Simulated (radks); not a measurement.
Q: The mercury ion Hg+, 79 electrons, occupied as [Xe] 4f14 5d10 6s1 (the NIST ground configuration). Method: Dirac Kohn-Sham, BLYP, spin-unpolarised, spherical densities, finite nucleus; Fermi nuclear charge, rms radius 5.4648 fm; computed with a radial shooting solver on a logarithmic mesh with Libxc functionals.

Spin-orbit splittings of the eigenvalues, e(l+1/2) - e(l-1/2), with zeta = 2 splitting/(2l+1) and mean radii in bohr:

| shell | occ. | splitting (eV) | zeta (eV) | <r> j=l-1/2 | <r> j=l+1/2 |
|---|---|---|---|---|---|
| 2p | 6 | 1948 | 1299 | 0.05692 | 0.06559 |
| 3p | 6 | 431.5 | 287.7 | 0.1704 | 0.1863 |
| 3d | 10 | ? | ? | 0.1621 | 0.1670 |
| 4p | 6 | 104.2 | 69.48 | 0.4011 | 0.4354 |
| 4d | 10 | 19.43 | 7.772 | 0.4425 | 0.4537 |
| 4f | 14 | 4.193 | 1.198 | 0.4793 | 0.4861 |
| 5p | 6 | 18.32 | 12.21 | 0.9717 | 1.069 |
| 5d | 10 | 1.873 | 0.7492 | 1.440 | 1.502 |

Estimate the 3d splitting.

A: 92.47 eV (zeta = 36.99 eV).
